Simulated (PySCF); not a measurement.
Computed with r2SCAN-D4/def2-TZVP (PySCF). All species are isolated molecules in the gas phase. One relaxed conformer stands for a flexible species; it need not be the lowest. Excitations are Tamm–Dancoff values on a coarser integration grid. The basis has no diffuse functions, so Rydberg states are missing or too high.

Reference species (SMILES): `[H]/N=C(\O)NC` (C–N–C–O torsion -171°, N–C–O–H torsion -2°) (neutral, multiplicity 1).

* **HOMO**: -5.66 eV
* **S1–T1 gap (TDA)**: 0.69 eV
* **T1 excitation (TDA)**: 5.59 eV

After one change: the HOMO decreases by 0.32 eV; the S1–T1 gap (TDA) rises by 0.78 eV; the T1 excitation (TDA) falls by 0.95 eV.

Problem. Name the change that produced these shifts. The new species is one of these.
(A) `N/C=N/CO` (C–N–C–O torsion 116°, N–C–O–H torsion 46°)
(B) `C/N=C(\N)O`
(C) `C/N=C(/N)O`
(D) `N/C=N\CO` (C–N–C–O torsion -52°, N–C–O–H torsion -61°)

Solution. A, `N/C=N/CO` (C–N–C–O torsion 116°, N–C–O–H torsion 46°)
